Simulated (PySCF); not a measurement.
## N (nitrogen, neutral): UHF calculation

Configuration: [He] 2s2 2p3, high-spin 4S determinant. Calculation: PySCF 2.14, in aug-cc-pwCVTZ (7s6p4d2f, 59 functions); the non-relativistic Hamiltonian (point nucleus).

```json
{
 "Total energy": "-54.401212 hartree",
 "One-electron energy": "-73.9445 hartree",
 "Hartree (Coulomb) energy": "26.1482 hartree",
 "Exchange energy": "-6.6049 hartree",
 "Kinetic energy": "54.39461 hartree",
 "⟨S²⟩": "3.7578",
 "⟨L²⟩": "0.000",
 "Sum of ⟨r⟩": "7.353 bohr",
 "Sum of ⟨r²⟩": "12.11 bohr²",
 "Density at the nucleus (Gaussians lack the cusp)": "198 bohr⁻³",
 "Spin density at the nucleus": "0.154 bohr⁻³",
 "Langevin diamagnetic susceptibility": "-9.59 ×10⁻⁶ cm³/mol"
}
```

```tsv
shell	electrons	mean orbital energy (hartree)	rms radius, mean of both spins (bohr)
1s α	1	-15.67216	0.265
1s β	1	-15.58278	0.265
2s α	1	-1.16370	1.48
2s β	1	-0.72685	1.48
2p α	3	-0.57081	1.59
```

Spin-orbit constants ζ (cm⁻¹) from the X2C one-electron operator on these orbitals (non-relativistic here): bare nucleus, nucleus screened by l(l+1)(2l+1)/3 electrons, and screened by the Breit-Pauli mean field of the electrons.

```csv
shell,bare,screened nucleus,mean field
2p,125.2,89.44,73.86
```
